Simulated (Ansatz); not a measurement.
Born–Oppenheimer molecular dynamics of C2H6FSi (10 atoms, charge 1, multiplicity 1). It starts from a relaxed structure.

Computed with RKS PBE-D4/6-31G in Ansatz.

| Property | Result |
| --- | --- |
| ensemble | NVT, Nosé–Hoover chain |
| time step | 0.5 fs |
| steps asked | 100 |
| set temperature | 1000 K |
| thermostat | time constant 20 fs, chain length 5 |
| seed | 775048 |

Frames 0.5 fs apart, positions in Å, forces in eV/Å.

Velocities at 40.0 fs (Å/ps):

```
C -11.53 2.64 6.44
C -7.56 -0.12 -2.54
F 7.15 -0.63 -1.38
Si -0.36 -2.64 0.37
H -13.20 -24.84 -45.68
H 58.56 8.73 7.05
H 11.60 -2.16 -2.62
H -20.73 73.09 -18.11
H 48.78 22.80 17.45
H 17.93 -22.27 11.13
```

```xyz
10
Properties=species:S:1:pos:R:3:forces:R:3 time_fs=40.0 energy_less_start_eV=0.740 T=1058
C -0.514 1.122 -0.583 1.14 -0.39 -2.42
C -0.302 -0.350 -0.586 0.46 1.14 2.13
F -0.481 -1.119 -1.666 -0.10 0.59 0.25
Si 0.522 -0.972 1.226 -0.05 1.21 -0.30
H 0.601 1.351 -0.802 -0.21 0.02 -0.01
H -0.577 1.649 0.400 -0.70 -0.56 -0.49
H -0.981 1.575 -1.522 -0.14 -0.40 1.31
H -0.412 -1.991 1.706 -0.46 -0.58 0.23
H 0.324 0.408 2.024 0.41 -1.28 -0.68
H 1.936 -1.495 0.982 -0.35 0.25 -0.02
10
Properties=species:S:1:pos:R:3:forces:R:3 time_fs=40.5 energy_less_start_eV=0.824 T=981
C -0.519 1.123 -0.581 1.32 -0.53 -2.47
C -0.306 -0.350 -0.587 0.51 1.21 2.23
F -0.477 -1.119 -1.666 -0.13 0.58 0.20
Si 0.522 -0.974 1.226 0.40 1.57 -0.41
H 0.594 1.339 -0.825 -0.16 0.00 0.03
H -0.548 1.653 0.403 -0.78 -0.54 -0.49
H -0.976 1.574 -1.522 -0.28 -0.32 1.28
H -0.423 -1.955 1.698 -0.74 -0.90 0.39
H 0.349 0.418 2.032 0.38 -1.36 -0.75
H 1.945 -1.506 0.988 -0.51 0.28 0.00
10
Properties=species:S:1:pos:R:3:forces:R:3 time_fs=41.0 energy_less_start_eV=0.905 T=907
C -0.525 1.125 -0.578 1.50 -0.69 -2.45
C -0.309 -0.350 -0.588 0.57 1.26 2.30
F -0.474 -1.119 -1.667 -0.16 0.58 0.17
Si 0.522 -0.975 1.226 0.81 1.87 -0.53
H 0.587 1.326 -0.847 -0.12 -0.01 0.07
H -0.522 1.655 0.405 -0.84 -0.51 -0.49
H -0.971 1.571 -1.518 -0.45 -0.21 1.18
H -0.436 -1.921 1.690 -1.01 -1.18 0.54
H 0.374 0.425 2.038 0.34 -1.41 -0.80
H 1.952 -1.516 0.993 -0.65 0.30 0.00
10
Properties=species:S:1:pos:R:3:forces:R:3 time_fs=41.5 energy_less_start_eV=0.975 T=842
C -0.530 1.126 -0.576 1.70 -0.86 -2.36
C -0.313 -0.349 -0.588 0.63 1.29 2.35
F -0.470 -1.119 -1.668 -0.19 0.58 0.15
Si 0.522 -0.976 1.226 1.16 2.07 -0.62
H 0.579 1.314 -0.870 -0.08 -0.01 0.11
H -0.497 1.656 0.406 -0.90 -0.48 -0.47
H -0.967 1.569 -1.512 -0.63 -0.07 1.01
H -0.451 -1.891 1.683 -1.23 -1.39 0.66
H 0.401 0.428 2.042 0.30 -1.43 -0.83
H 1.958 -1.525 0.999 -0.77 0.30 0.01
10
Properties=species:S:1:pos:R:3:forces:R:3 time_fs=42.0 energy_less_start_eV=1.028 T=794
C -0.535 1.127 -0.574 1.89 -1.05 -2.22
C -0.316 -0.348 -0.587 0.69 1.29 2.36
F -0.467 -1.120 -1.668 -0.22 0.59 0.16
Si 0.522 -0.977 1.226 1.40 2.16 -0.69
H 0.571 1.301 -0.893 -0.04 -0.02 0.15
H -0.474 1.656 0.405 -0.94 -0.44 -0.45
H -0.964 1.565 -1.504 -0.83 0.08 0.79
H -0.469 -1.863 1.678 -1.36 -1.50 0.73
H 0.429 0.428 2.044 0.25 -1.42 -0.85
H 1.962 -1.534 1.004 -0.86 0.30 0.01
10
Properties=species:S:1:pos:R:3:forces:R:3 time_fs=42.5 energy_less_start_eV=1.058 T=766
C -0.539 1.127 -0.573 2.09 -1.25 -2.03
C -0.320 -0.347 -0.587 0.75 1.27 2.35
F -0.463 -1.120 -1.669 -0.24 0.61 0.18
Si 0.522 -0.977 1.226 1.52 2.13 -0.71
H 0.564 1.289 -0.915 -0.01 -0.01 0.19
H -0.454 1.655 0.403 -0.97 -0.40 -0.41
H -0.964 1.563 -1.493 -1.03 0.24 0.53
H -0.491 -1.839 1.675 -1.39 -1.51 0.76
H 0.457 0.424 2.045 0.20 -1.37 -0.84
H 1.964 -1.542 1.010 -0.92 0.29 0.00
10
Properties=species:S:1:pos:R:3:forces:R:3 time_fs=43.0 energy_less_start_eV=1.066 T=761
C -0.543 1.128 -0.573 2.27 -1.45 -1.82
C -0.323 -0.346 -0.585 0.81 1.23 2.30
F -0.460 -1.119 -1.669 -0.26 0.63 0.21
Si 0.522 -0.978 1.226 1.49 1.99 -0.70
H 0.556 1.276 -0.936 0.02 -0.01 0.22
H -0.436 1.653 0.401 -0.98 -0.34 -0.36
H -0.966 1.560 -1.482 -1.22 0.41 0.24
H -0.516 -1.818 1.673 -1.31 -1.42 0.73
H 0.485 0.417 2.043 0.14 -1.30 -0.82
H 1.964 -1.550 1.015 -0.95 0.27 -0.01
10
Properties=species:S:1:pos:R:3:forces:R:3 time_fs=43.5 energy_less_start_eV=1.054 T=775
C -0.546 1.128 -0.572 2.42 -1.64 -1.62
C -0.326 -0.344 -0.584 0.86 1.16 2.23
F -0.456 -1.119 -1.670 -0.28 0.66 0.26
Si 0.523 -0.978 1.226 1.34 1.75 -0.65
H 0.548 1.264 -0.958 0.03 0.01 0.25
H -0.420 1.651 0.397 -0.99 -0.28 -0.29
H -0.971 1.559 -1.469 -1.39 0.56 -0.03
H -0.543 -1.801 1.674 -1.12 -1.25 0.65
H 0.514 0.407 2.039 0.09 -1.19 -0.78
H 1.961 -1.556 1.021 -0.96 0.23 -0.03
10
Properties=species:S:1:pos:R:3:forces:R:3 time_fs=44.0 energy_less_start_eV=1.026 T=805
C -0.550 1.127 -0.572 2.53 -1.79 -1.47
C -0.329 -0.343 -0.581 0.91 1.06 2.13
F -0.453 -1.119 -1.671 -0.30 0.69 0.33
Si 0.523 -0.978 1.226 1.06 1.43 -0.59
H 0.540 1.251 -0.978 0.04 0.03 0.28
H -0.407 1.647 0.393 -0.97 -0.21 -0.21
H -0.979 1.559 -1.457 -1.53 0.68 -0.26
H -0.574 -1.786 1.676 -0.84 -1.03 0.54
H 0.543 0.395 2.033 0.04 -1.05 -0.72
H 1.956 -1.562 1.027 -0.94 0.18 -0.05
10
Properties=species:S:1:pos:R:3:forces:R:3 time_fs=44.5 energy_less_start_eV=0.988 T=845
C -0.552 1.127 -0.573 2.58 -1.88 -1.39
C -0.331 -0.341 -0.579 0.96 0.95 2.01
F -0.450 -1.119 -1.671 -0.32 0.73 0.41
Si 0.524 -0.978 1.226 0.71 1.07 -0.52
H 0.532 1.238 -0.999 0.04 0.06 0.29
H -0.396 1.643 0.388 -0.95 -0.14 -0.12
H -0.991 1.561 -1.445 -1.61 0.75 -0.41
H -0.607 -1.774 1.679 -0.51 -0.78 0.42
H 0.573 0.379 2.026 -0.01 -0.87 -0.63
H 1.949 -1.568 1.032 -0.89 0.12 -0.07
10
Properties=species:S:1:pos:R:3:forces:R:3 time_fs=45.0 energy_less_start_eV=0.946 T=888
C -0.554 1.126 -0.573 2.55 -1.91 -1.41
C -0.334 -0.338 -0.576 1.01 0.81 1.87
F -0.446 -1.118 -1.671 -0.34 0.78 0.51
Si 0.524 -0.978 1.225 0.30 0.69 -0.47
H 0.525 1.226 -1.018 0.03 0.09 0.30
H -0.387 1.639 0.383 -0.91 -0.07 -0.01
H -1.007 1.564 -1.434 -1.61 0.75 -0.45
H -0.641 -1.764 1.683 -0.15 -0.53 0.28
H 0.602 0.362 2.017 -0.06 -0.65 -0.52
H 1.940 -1.574 1.037 -0.81 0.05 -0.10
10
Properties=species:S:1:pos:R:3:forces:R:3 time_fs=45.5 energy_less_start_eV=0.907 T=928
C -0.556 1.125 -0.574 2.43 -1.85 -1.53
C -0.336 -0.336 -0.572 1.05 0.65 1.71
F -0.443 -1.118 -1.672 -0.35 0.82 0.61
Si 0.525 -0.978 1.225 -0.14 0.30 -0.44
H 0.517 1.213 -1.037 0.01 0.14 0.30
H -0.380 1.634 0.378 -0.86 0.01 0.09
H -1.027 1.570 -1.425 -1.53 0.68 -0.38
H -0.675 -1.756 1.688 0.20 -0.30 0.15
H 0.632 0.343 2.007 -0.10 -0.40 -0.38
H 1.929 -1.579 1.042 -0.70 -0.04 -0.14
```

Of the whole run (50 fs, mean temperature of the second half 969 K): The conserved energy stayed within 0.37 meV per atom of its start (net change 0.35 meV per atom), so the integration is sound. A run of 0.05 ps of so small a system gives no equilibrium averages. Limits of this set-up: no polarisation functions, the dipole of an ion depends on the origin.

Run time: 110 s on 1 CPU thread of a shared host.
